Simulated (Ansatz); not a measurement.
Z-matrix (Å, degrees):
```
C
Si 1 1.836
H 1 1.092 2 110.7
H 1 1.092 2 110.7 3 120.0
H 1 1.092 2 110.7 3 -120.1
F 2 1.589 1 109.9 3 -177.7
F 2 1.589 1 109.9 3 -62.3
O 2 1.599 1 113.4 3 60.0
Al 8 1.690 2 171.6 1 -178.3
H 9 1.577 8 117.6 2 89.2
H 9 1.577 8 117.5 2 -92.4
```

The species carries charge 0 and has multiplicity 1.

(1) List the r2SCAN/def2-TZVPP orbital energies in eV (the Gaussian-basis code of Ansatz). (Best estimate.)

Answers

(1) Computed: Occupied: -1792.69, -1517.51, -665.98, -665.98, -515.83, -272.91, -142.88, -111.01, -97.79, -97.77, -97.69, -71.37, -71.14, -71.08, -31.43, -30.92, -25.88, -18.58, -14.26, -12.68, -12.27, -11.44, -10.94, -10.80, -10.59, -10.49, -9.97, -9.66, -9.22, -9.07, -8.50, -7.59. Lowest empty: -1.73, -0.18, 0.79, 1.52, 2.00, 2.28, 2.58, 2.99.
